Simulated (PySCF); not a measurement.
Species: 1,3-propanesultone, C₃H₆O₃S.
Numbering: `[O:1]=[S:2]1(=[O:3])[CH2:4][CH2:5][CH2:6][O:7]1` (hydrogens: H8, H9 on C4; H10, H11 on C5; H12, H13 on C6)

The calculation used core-valence-separated Tamm–Dancoff BHandHLYP/aug-pcX-1 (pcseg-1 on H, def2-SVPD on S) in PySCF, non-relativistic, gas phase, PBE0-D3(BJ)/def2-SVP geometry.

Computed oxygen K-edge spectrum, Gaussian lines of 0.5 eV full width, highest printed point 100; it ends one width below the last computed root. The energies are unshifted.

```tsv
photon energy (eV)	absorption
531.6	0
531.7	1
531.8	5
531.9	13
532.0	27
532.1	46
532.2	66
532.3	79
532.4	84
532.5	88
532.6	94
532.7	100
532.8	98
532.9	84
533.0	61
533.1	36
533.2	18
533.3	8
533.4	5
533.5	8
533.6	15
533.7	25
533.8	36
533.9	45
534.0	48
534.1	46
534.2	39
534.3	33
534.4	31
534.5	33
```

Where are the maxima, and which lines make them up?

2 maxima:
- 532.7 eV: O7 (oxygen bonded to C and S), 532.87 eV, f = 0.044, 36 % of the height at the exact maximum; O1 (sulfonyl oxygen), 532.76 eV, f = 0.030, 29 % of the height at the exact maximum; O3 (sulfonyl oxygen), 532.67 eV, f = 0.029, 27 % of the height at the exact maximum
- 534.0 eV: O1 (sulfonyl oxygen), 534.09 eV, f = 0.023, 44 % of the height at the exact maximum; O3 (sulfonyl oxygen), 533.83 eV, f = 0.022, 31 % of the height at the exact maximum; O3 (sulfonyl oxygen), 534.01 eV, f = 0.006, 12 % of the height at the exact maximum

Further lines of some strength in the range: O1, 532.27 eV, f = 0.037; O3, 532.32 eV, f = 0.033; O1, 534.15 eV, f = 0.007.

Roots within 0.03 eV on the same or equivalent atoms count as one line; shares under 12 % aren't listed.

Vibrational structure and lifetime widths aren't in the curve. The ionisation threshold wasn't computed; near and above it a finite basis only mimics Rydberg series and continuum.

One conformer stands for the species.
